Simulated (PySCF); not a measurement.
A PySCF run on CsF⁺

State: ²Π (doublet), unpaired electrons π ↑.

An equivalent input (the run itself took its basis sets from the Basis Set Exchange, started from a PBE0 density and held the occupation σ 5α 5β, πx 2α 1β, πy 2α 2β):

```python
from pyscf import gto, scf, cc
mol = gto.M(atom='Cs 0 0 0; F 0 0 3.229', basis={'Cs': 'def2-SVP', 'F': 'def2-SVP'}, ecp={'Cs': 'def2-SVP'},
            charge=1, spin=1, verbose=4, symmetry='C2v')
mf = scf.UHF(mol)
mf.irrep_nelec = {'A1': (5, 5), 'B1': (2, 1), 'B2': (2, 2)}
mf.conv_tol = 1e-9
mf.max_cycle = 60
mf.diis_space = 10
mf.kernel()
mycc = cc.CCSD(mf, frozen=[[0], [0]])
mycc.run(conv_tol=1e-7, conv_tol_normt=1e-5, max_cycle=80, diis_space=8)
et = mycc.ccsd_t()
```

The SCF ended at -119.01413344 hartree. The coupled-cluster part of the log:

```
******** <class 'pyscf.cc.uccsd.UCCSD'> ********
CC2 = 0
CCSD nocc = (8, 7), nmo = (37, 37)
frozen orbitals [[0], [0]]
max_cycle = 80
direct = 0
conv_tol = 1e-07
conv_tol_normt = 1e-05
diis_space = 8
diis_start_cycle = 0
diis_start_energy_diff = 1e+09
Init t2, MP2 energy = -0.170068578206486
Init E_corr(UCCSD) = -0.170068578206615
cycle = 1  E_corr(UCCSD) = -0.181710949937409  dE = -0.0116423717  norm(t1,t2) = 0.0360156
cycle = 2  E_corr(UCCSD) = -0.184428901603664  dE = -0.00271795167  norm(t1,t2) = 0.00970188
cycle = 3  E_corr(UCCSD) = -0.185300306964136  dE = -0.00087140536  norm(t1,t2) = 0.00403871
cycle = 4  E_corr(UCCSD) = -0.185439321943879  dE = -0.00013901498  norm(t1,t2) = 0.00131866
cycle = 5  E_corr(UCCSD) = -0.185435622075644  dE = 3.69986824e-06  norm(t1,t2) = 0.000651116
cycle = 6  E_corr(UCCSD) = -0.185438849325744  dE = -3.2272501e-06  norm(t1,t2) = 0.000169373
cycle = 7  E_corr(UCCSD) = -0.185441120968672  dE = -2.27164293e-06  norm(t1,t2) = 7.22955e-05
cycle = 8  E_corr(UCCSD) = -0.185440889901348  dE = 2.31067324e-07  norm(t1,t2) = 2.59099e-05
cycle = 9  E_corr(UCCSD) = -0.185440508467382  dE = 3.81433965e-07  norm(t1,t2) = 1.07338e-05
cycle = 10  E_corr(UCCSD) = -0.185440501830039  dE = 6.63734323e-09  norm(t1,t2) = 3.75556e-06
UCCSD converged
E(UCCSD) = -119.199573937673  E_corr = -0.1854405018300393
UCCSD(T) correction = -0.0016807856037011
```

T1 diagnostic 0.007, D1 0.013, 15 electrons correlated.

Repeating this along the bond gives Re = 3.277 Å and ωe = 95.0 cm⁻¹.

A point of this curve took 2.8 CPU seconds beside 0.034 for the integrals (shared host).

Correlated steps freeze 1 core orbital. Spin–orbit coupling is left out. The state is the lowest determinant that a PBE0 search found; another state may lie lower at other levels.
